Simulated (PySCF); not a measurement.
**SbS₂⁻ at several levels of theory**

All levels use the PBE0 minimum (singlet; Sb–S 2.281 Å (×2); S–Sb–S 112.5°), basis [Sb def2-TZVPD with ECP28, S def2-TZVPD], scalar-relativistic core potentials, density fitting, no spin–orbit coupling, PySCF. For vertical energies the ionised species is a doublet (spins chosen at PBE0 and kept). Open shells are unrestricted, also as the reference of the correlated levels. Dipoles are about the centre of mass. A dash marks a value that was not computed or is not defined at that level.

| level | vertical detachment energy (eV) | −ε(HOMO) (eV) | gap (eV) | dipole (D) |
| --- | --- | --- | --- | --- |
| PBE0 | 3.44 | 1.69 | 3.23 | 4.03 |
| HF | 2.94 | 3.96 | 8.04 | 4.44 |
| MP2 | 3.66 | – | – | – |
| PBE | 3.25 | 0.69 | 1.67 | 3.88 |
| r2SCAN | 3.34 | 0.88 | 1.85 | 3.91 |
| B3LYP | 3.42 | 1.50 | 2.88 | 4.07 |
| TPSSh | 3.33 | 1.13 | 2.36 | 3.94 |

The lowest empty level of this anion is unbound, so it and the gap depend on the basis.
